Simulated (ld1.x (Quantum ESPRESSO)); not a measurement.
**nitrogen (N): ultrasoft pseudisation with BLYP, non-relativistic reference atom.**

N, ultrasoft, made with ld1.x (Quantum ESPRESSO) 7.5 (BLYP, non-relativistic). Core [He], reference 2s2 2p3. Waves: 2s (bound): rcut 1.00, rcutus 1.05 bohr; 2s channel at -0.8 Ry: rcut 1.00, rcutus 1.05 bohr; 2p (bound): rcut 1.65, rcutus 1.90 bohr; 2p channel at 0.6 Ry: rcut 1.65, rcutus 1.90 bohr. Local part: all-electron potential smoothed inside 1.05 bohr (lloc = -2). Core correction: none. Augmentation charge: PSQ, inside the norm-conserving radii.

Task: Estimate the cutoffs (Ry, on a coarse ladder) from which the occupation-weighted sum of valence levels, in a spherical-Bessel basis at the reference potential, stays within 10 and 1 mRy of its value at 400 Ry.

Result: 18 Ry and 30 Ry.

Task: What does a ghost test show?

Result: No extra level below or beside the all-electron valence levels (s, p, d, f tested).

Task: Is the overlap operator S = 1 + Σ q|β⟩⟨β| positive definite (Bessel basis up to 400 Ry)?

Result: Yes: its lowest eigenvalue is 0.56 (s channel).

Task: Which valence shell sets the plane-wave cutoff?

Result: 2p: its level needs 21 Ry to come within 1 mRy, against 15 Ry for 2s.

Task: Tests: 2s2 2p2; 2s2 2p1; 2s2 2p0; 2s1 2p0; 2s2 2p3.3; 2s0 2p5; 2s2 2p2.5. Which has the largest error in its energy relative to the reference configuration, and how large is it?

Result: 2s1 2p0, with +1134 meV (all-electron minus pseudo) on +167.38 eV.
